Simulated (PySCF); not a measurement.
Compound: C₈H₇OP.
SMILES with atom numbers: `[O:1]=[P@@H:2]1[CH:3]=[CH:4][c:5]2[cH:6][cH:7][cH:8][cH:9][c:10]21`

Probes without a nucleus sit at each ring's centroid and 1 Å off its mean plane on both sides; NICS is minus the shielding there, NICSzz its component along the normal. Level: GIAO PBE0/pcSseg-1 (PySCF, non-relativistic, gas phase) on the GFN2-xTB geometry, one conformer.

Ring bond lengths (Å), with Mayer bond orders in brackets: P2–C3 1.812 (0.84), C3–C4 1.337 (1.78), C4–C5 1.456 (1.06), C5–C10 1.404 (1.34), C10–P2 1.813 (0.80); C5–C6 1.386 (1.38), C6–C7 1.387 (1.42), C7–C8 1.386 (1.45), C8–C9 1.389 (1.41), C9–C10 1.379 (1.48), C10–C5 1.404 (1.34).

Task: Give the NICS values of each ring in ppm.

Result: 
| ring | type | NICS(0) | NICS(1), two faces | NICS(1)zz, two faces | rms pucker (Å) | centre to ring atoms, mean (Å) |
| --- | --- | --- | --- | --- | --- | --- |
| P2–C3–C4–C5–C10 | 5-membered ring with P; formal bonds 1 aromatic, 1 double, 3 single | 2.6 | -0.4 / -1.8 | 6.0 / 5.4 | 0.01 | 1.33 |
| C5–C6–C7–C8–C9–C10 | 6-membered carbocycle; formal bonds all aromatic | -7.5 | -10.6 / -10.7 | -25.8 / -25.8 | 0.00 | 1.39 |

Task: What can be read from them?

Result: 
- P2–C3–C4–C5–C10: mean NICS(1)zz 5.7 ppm, deshielded. P2 has four or more neighbours; no verdict on aromaticity is drawn.
- C5–C6–C7–C8–C9–C10: mean NICS(1)zz -25.8 ppm, shielded, aromatic by this magnetic criterion (flat ring, no four-coordinate atom), though in fused rings the probe also feels the neighbouring ring.

Task: What does the geometric index give? Use HOMA with the parameters of Krygowski (1993).

Result: 
- C5–C6–C7–C8–C9–C10: HOMA 0.99 = 1 − EN − GEO, with mean bond length 1.388 Å, EN = α(Ropt − mean)² = 0.000 and GEO = α × variance = 0.015. The geometric and the magnetic index point the same way.

Task: What is the mean of the two in-plane components of NICS at the first NICS(1) probe listed for ring P2–C3–C4–C5–C10, 1 Å off the ring?

Result: The isotropic value is a third of the trace: (3 × -0.4 − (6.0))/2 = -3.6 ppm.

Task: Give the inner angles of the rings and the Hirshfeld charges of the ring atoms.

Result: 
- P2–C3–C4–C5–C10: P2 91.6° (+0.398 e), C3 110.3° (-0.098 e), C4 115.7° (-0.027 e), C5 113.6° (-0.004 e), C10 108.8° (-0.057 e); sum 540.0° against 540° for a flat convex ring.
- C5–C6–C7–C8–C9–C10: C5 119.6° (-0.004 e), C6 119.1° (-0.044 e), C7 120.9° (-0.037 e), C8 120.5° (-0.041 e), C9 118.8° (-0.033 e), C10 121.1° (-0.057 e); sum 720.0° against 720° for a flat convex ring.
